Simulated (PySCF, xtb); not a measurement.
C5H6Se, SMILES C=C=C1CC[Se]1.

Harmonic wavenumbers (cm⁻¹) from GFN2-xTB (xtb) at its own minimum, in rising order: 46, 123, 217, 322, 377, 407, 553, 556, 634, 760, 851, 890, 966, 972, 1036, 1057, 1153, 1171, 1244, 1308, 1431, 1446, 1466, 2058, 2961, 2981, 2991, 2994, 3065, 3071.

What does PBE-D3(BJ)/def2-SVP in PySCF give at its own minimum? (Estimate from the structure and the level; the computed values follow.)

34, 133, 200, 403, 403, 410, 552, 596, 650, 751, 840, 876, 951, 964, 990, 1046, 1142, 1170, 1200, 1272, 1386, 1413, 1422, 2015, 2983, 3026, 3028, 3035, 3096, 3106. Paired by order, the mean absolute difference is 26 cm⁻¹ and the zero-point energies are 55.9 and 55.9 kcal/mol.
